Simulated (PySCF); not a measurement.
Computed shifts of a molecule C2H7GaO, KT2/pcSseg-1 run with PySCF, GIAO, gas phase, atoms alike by connectivity averaged where their shifts nearly agree, in ppm (number of nuclei): ¹H: 6.11 (1), 4.58 (3), 0.47 (3). ¹³C: 63.9 (1), -2.0 (1). References: ¹H against TMS (σ = 31.47 ppm); ¹³C against TMS (σ = 185.1 ppm); ¹⁷O against H2O (σ = 330.4 ppm), references at their B3LYP-D3(BJ)/def2-TZVP geometries, non-relativistic. Coordinates come from a r2SCAN-D4/def2-SVP optimisation. Other conformers were not sampled.

Q: Which molecule gave these data?
(A) C[O][GaH][CH3]
(B) CC[O][GaH2]
(C) [CH3][Ga]([CH3])[OH]

A: A, C[O][GaH][CH3]
